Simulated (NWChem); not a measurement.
System: C2H7O2 cation; SMILES OCC[OH2+]

Here is an NWChem input.

```
start job
memory heap 200 mb stack 900 mb global 1100 mb
charge 1
geometry units angstroms noautosym nocenter noautoz
  O     -0.634599    -1.129922    -0.173654
  C      0.698914    -0.770691     0.182749
  C      0.746391     0.708852    -0.187833
  O     -0.612291     1.141680     0.151390
  H     -0.947578    -1.932779     0.267364
  H      0.871155    -0.919364     1.260453
  H      1.442144    -1.341874    -0.391994
  H      1.461945     1.288989     0.406469
  H      0.904903     0.866650    -1.263739
  H     -1.098097     0.186071     0.023856
  H     -0.967808     1.860010    -0.399994
end
basis spherical
  * library def2-svp
end
dft
  xc pbe0
  iterations 150
end
cosmo
  dielec 46.7
end
task dft energy
```

Excerpt of the output:

```
             Northwest Computational Chemistry Package (NWChem) 7.3.0
             --------------------------------------------------------

                             Geometry "geometry" -> ""
                             -------------------------

 Output coordinates in angstroms (scale by  1.889725989 to convert to a.u.)

  No.       Tag          Charge          X              Y              Z
 ---- ---------------- ---------- -------------- -------------- --------------
    1 O                    8.0000    -0.63459900    -1.12992200    -0.17365400
    2 C                    6.0000     0.69891400    -0.77069100     0.18274900
    3 C                    6.0000     0.74639100     0.70885200    -0.18783300
    4 O                    8.0000    -0.61229100     1.14168000     0.15139000
    5 H                    1.0000    -0.94757800    -1.93277900     0.26736400
    6 H                    1.0000     0.87115500    -0.91936400     1.26045300
    7 H                    1.0000     1.44214400    -1.34187400    -0.39199400
    8 H                    1.0000     1.46194500     1.28898900     0.40646900
    9 H                    1.0000     0.90490300     0.86665000    -1.26373900
   10 H                    1.0000    -1.09809700     0.18607100     0.02385600
   11 H                    1.0000    -0.96780800     1.86001000    -0.39999400

 Effective nuclear repulsion energy (a.u.)     146.4931778669

                                 NWChem DFT Module
                                 -----------------

 Summary of "ao basis" -> "ao basis" (spherical)
 ------------------------------------------------------------------------------
       Tag                 Description            Shells   Functions and Types
 ---------------- ------------------------------  ------  ---------------------
 O                          def2-svp                 6       14   3s2p1d
 C                          def2-svp                 6       14   3s2p1d
 H                          def2-svp                 3        5   2s1p

 in cosmo_initialize ...

 solvent parameters
 solvname_short: unkn
 solvname_long:  unknown
 dielec:       46.7000

          ---------------
          -cosmo- solvent
          ---------------
 Cosmo: York-Karplus, doi: 10.1021/jp992097l
 dielectric constant -eps-     =  46.70
 screen = (eps-1)/(eps    )    =   0.97859
 surface charge correction     = lagrangian

   van der Waals surface
 --------------------------

 ---------- ATOMIC COORDINATES (A.U.) ------------ VDWR(ANG.) --
     1   -1.19921822   -2.13524297   -0.32815848     1.720
     2    1.32075595   -1.45639481    0.34534553     2.000
     3    1.41047447    1.33953605   -0.35495290     2.000
     4   -1.15706222    2.15746237    0.28608562     1.720
     5   -1.79066277   -3.65242271    0.50524470     1.300
     6    1.64624424   -1.73734604    2.38191079     1.300
     7    2.72525700   -2.53577417   -0.74076125     1.300
     8    2.76267546    2.43583601    0.76811503     1.300
     9    1.71001872    1.63773103   -2.38812043     1.300
    10   -2.07510244    0.35162320    0.04508130     1.300
    11   -1.82889193    3.51490924   -0.75587906     1.300
 number of segments per atom =         32
 number of   points per atom =         32
 atom (   nspa,  nppa )
 ----------------------
    1 (     15,     0 )       0
    2 (     15,     0 )       0
    3 (     14,     0 )       0
    4 (     16,     0 )       0
    5 (     18,     0 )       0
    6 (     16,     0 )       0
    7 (     16,     0 )       0
    8 (     16,     0 )       0
    9 (     16,     0 )       0
   10 (     10,     0 )       0
   11 (     17,     0 )       0
 number of -cosmo- surface points =      169
 molecular surface =     98.175 angstrom**2
 molecular volume  =     77.548 angstrom**3
 G(cav/disp)       =      1.351 kcal/mol
 -lineq- algorithm             =   0
 -bem- low  level              =   2
 -bem- from -octahedral-
 gaussian surface charge width =   4.50000
 degree of switching           =   1.00000
 switching function tolerance  =   0.00010
 atomic radii =
 --------------
    1  8.000  1.720
    2  6.000  2.000
    3  6.000  2.000
    4  8.000  1.720
    5  1.000  1.300
    6  1.000  1.300
    7  1.000  1.300
    8  1.000  1.300
    9  1.000  1.300
   10  1.000  1.300
   11  1.000  1.300
 ...... end of -cosmo- initialization ......

[...]

                                   COSMO solvation results
                                   -----------------------

                 gas phase energy =      -230.148685528879
                 sol phase energy =      -230.253994517984
 (electrostatic) solvation energy =         0.105308989105 (   66.08 kcal/mol)

                       DFT Final Molecular Orbital Analysis
                       ------------------------------------

 Vector   15  Occ=2.000000D+00  E=-4.235003D-01
              MO Center=  3.6D-01, -2.0D-01,  3.6D-02, r^2= 2.3D+00
   Bfn.  Coefficient  Atom+Function         Bfn.  Coefficient  Atom+Function
  ----- ------------  ---------------      ----- ------------  ---------------
    33      0.347526   3 C  py               19     -0.298492   2 C  py
     5      0.192870   1 O  py                6     -0.179046   1 O  pz
    72      0.178594   8 H  s                 3      0.159575   1 O  s
    48     -0.159265   4 O  pz               57     -0.155153   5 H  s
    67      0.150750   7 H  s                62      0.145240   6 H  s

 Vector   16  Occ=2.000000D+00  E=-3.900052D-01
              MO Center=  5.7D-02,  4.8D-01, -4.9D-02, r^2= 2.4D+00
   Bfn.  Coefficient  Atom+Function         Bfn.  Coefficient  Atom+Function
  ----- ------------  ---------------      ----- ------------  ---------------
    48      0.356090   4 O  pz               34     -0.288992   3 C  pz
    51      0.257729   4 O  pz               77      0.242569   9 H  s
     5      0.217015   1 O  py               72     -0.200919   8 H  s
     4     -0.190982   1 O  px               47      0.187911   4 O  py
     8      0.146307   1 O  py                7     -0.142627   1 O  px

 Vector   17  Occ=2.000000D+00  E=-3.484836D-01
              MO Center=  2.1D-02, -9.3D-01, -2.0D-02, r^2= 1.9D+00
   Bfn.  Coefficient  Atom+Function         Bfn.  Coefficient  Atom+Function
  ----- ------------  ---------------      ----- ------------  ---------------
     6      0.454561   1 O  pz                9      0.349785   1 O  pz
    20     -0.251492   2 C  pz               62     -0.242515   6 H  s
    67      0.234772   7 H  s                 5      0.198695   1 O  py
     8      0.160496   1 O  py               63     -0.113588   6 H  s
    77     -0.107645   9 H  s                68      0.103845   7 H  s

 Vector   18  Occ=0.000000D+00  E= 2.743090D-02
              MO Center= -3.5D-01,  4.3D-01, -1.6D-01, r^2= 4.9D+00
   Bfn.  Coefficient  Atom+Function         Bfn.  Coefficient  Atom+Function
  ----- ------------  ---------------      ----- ------------  ---------------
    45      0.800382   4 O  s                88     -0.604165  11 H  s
     3      0.600135   1 O  s                58     -0.429899   5 H  s
    35      0.389176   3 C  px               78     -0.353552   9 H  s
    21      0.282090   2 C  px               83     -0.282374  10 H  s
    31      0.279393   3 C  s                37     -0.262997   3 C  pz

 Vector   19  Occ=0.000000D+00  E= 7.112352D-02
              MO Center= -2.8D-01, -4.1D-01,  2.5D-01, r^2= 6.6D+00
   Bfn.  Coefficient  Atom+Function         Bfn.  Coefficient  Atom+Function
  ----- ------------  ---------------      ----- ------------  ---------------
    17      1.136793   2 C  s                63     -0.907739   6 H  s
    58     -0.777197   5 H  s                88      0.624939  11 H  s
    31     -0.566526   3 C  s                78      0.544106   9 H  s
     3      0.451626   1 O  s                73     -0.346872   8 H  s
    23      0.335587   2 C  pz               36      0.314015   3 C  py

 Vector   20  Occ=0.000000D+00  E= 8.122066D-02
              MO Center=  1.2D+00,  1.5D-01, -2.9D-01, r^2= 4.9D+00
   Bfn.  Coefficient  Atom+Function         Bfn.  Coefficient  Atom+Function
  ----- ------------  ---------------      ----- ------------  ---------------
    31      1.568292   3 C  s                17      1.166107   2 C  s
    78     -1.053606   9 H  s                68     -0.934777   7 H  s
    73     -0.890831   8 H  s                63     -0.665159   6 H  s
    36      0.422818   3 C  py               22     -0.417931   2 C  py
    45     -0.340370   4 O  s                 3     -0.336253   1 O  s

     Multipole analysis of the density
     ---------------------------------

     L   x y z        total         alpha         beta         nuclear
     -   - - -        -----         -----         ----         -------
     0   0 0 0      1.000000    -17.000000    -17.000000     35.000000

     1   1 0 0     -0.281980     -0.484329     -0.484329      0.686677
     1   0 1 0      0.445695      0.477268      0.477268     -0.508841
     1   0 0 1     -0.095244      0.241696      0.241696     -0.578636

     2   2 0 0    -12.490850    -44.330125    -44.330125     76.169400
     2   1 1 0     -0.590870     -0.020898     -0.020898     -0.549075
     2   1 0 1      0.107411     -0.225206     -0.225206      0.557823
     2   0 2 0     -7.935742    -74.511024    -74.511024    141.086307
     2   0 1 1     -3.432544      0.340484      0.340484     -4.113512
     2   0 0 2    -16.681298    -16.506548    -16.506548     16.331798
```

Level: PBE0/def2-SVP, COSMO on the gas-phase geometry. All runs use the structure optimised with PBE0/def2-SVP. COSMO prints the solvation energy as gas minus solution, so a positive value is a stabilisation.
